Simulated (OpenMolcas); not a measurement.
Mn2+.

```yaml
Program: OpenMolcas
Basis: ANO-R2 [7s4p4d2f1g]
Scalar_Hamiltonian: X2C, finite nucleus
Active_space: 5 electrons in 5 orbitals (3d)
State_averaging: 2S+1 = 6 even, 1 root; 2S+1 = 4 even, 24 roots; 2S+1 = 2 even, 75 roots
Spin-orbit_coupling: RASSI with atomic mean-field integrals over the reference wave functions, term energies averaged over their components
```

Two sets of levels on these reference wave functions, in cm⁻¹ above 3d⁵ ⁶S_5/2: one from CASSCF and one from MS-CASPT2, IPEA 0.25 Eh, imaginary shift 0.1 Eh (closed shells correlated: 3s 3p).

```json
{"Level": "3d⁵ ⁶S_5/2", "Set 1": "0.0", "Set 2": "0.0"}
{"Level": "3d⁵ ⁴G_5/2", "Set 1": "32260", "Set 2": "27820"}
{"Level": "3d⁵ ⁴G_7/2", "Set 1": "32270", "Set 2": "27830"}
{"Level": "3d⁵ ⁴G_11/2", "Set 1": "32280", "Set 2": "27840"}
{"Level": "3d⁵ ⁴G_9/2", "Set 1": "32280", "Set 2": "27840"}
{"Level": "3d⁵ ⁴P_5/2", "Set 1": "37110", "Set 2": "30510"}
{"Level": "3d⁵ ⁴P_3/2", "Set 1": "37140", "Set 2": "30550"}
{"Level": "3d⁵ ⁴P_1/2", "Set 1": "37190", "Set 2": "30590"}
{"Level": "3d⁵ ⁴D_7/2", "Set 1": "40100", "Set 2": "33440"}
{"Level": "3d⁵ ⁴D_1/2", "Set 1": "40140", "Set 2": "33490"}
{"Level": "3d⁵ ⁴D_3/2", "Set 1": "40180", "Set 2": "33520"}
{"Level": "3d⁵ ⁴D_5/2", "Set 1": "40190", "Set 2": "33530"}
{"Level": "3d⁵ ²I_11/2", "Set 1": "45880", "Set 2": "40720"}
{"Level": "3d⁵ ²I_13/2", "Set 1": "45910", "Set 2": "40760"}
{"Level": "3d⁵ ²D_5/2(1) [74 %]", "Set 1": "51640", "Set 2": "43090"}
{"Level": "3d⁵ ²D_3/2(1)", "Set 1": "52020", "Set 2": "43410"}
```

Q: Which set is which?

A: Set 2 is MS-CASPT2. Its levels of the other terms of 3d⁵ lie at 0.82 to 0.89 of the other set's values, as expected, since terms of lower spin or lower L gain more correlation energy than the Hund ground term. Against 10 measured levels (Corliss and Sugar, J. Phys. Chem. Ref. Data 6, 1253 (1977)) the mean absolute deviation is 1400 cm-1 with it and 7600 cm-1 without; single levels miss by up to 1800 cm-1 with it.

Term energies are means over components that CASPT2 splits; among the terms shown or strongly mixed into the levels shown the widest spread is 460 cm-1 (3d⁵ ⁴G, MS-CASPT2). Without dynamic correlation excited terms often stand tens of per cent too high (terms of higher spin than the ground term too low), and those without a measured partner can miss by more than the paired ones (holds for CASSCF). Blocks of more than 70 roots (2S+1 = 2 even) ran without multistate coupling (holds for MS-CASPT2). Computed and measured levels are paired by configuration, term and J; levels that our copy of the source lacks, or whose pairing is in doubt (as where it misses far off the trend of its configuration), stay unpaired and out of the deviations. Levels of configurations outside the active space are missing. The table leaves out levels that lie high or whose names do not pair safely across all columns.

A share in square brackets marks a mixed level and gives the weight of the term that names it, the lowest over the columns. A number in round brackets counts repeated terms of one configuration in the order of the reference energies.
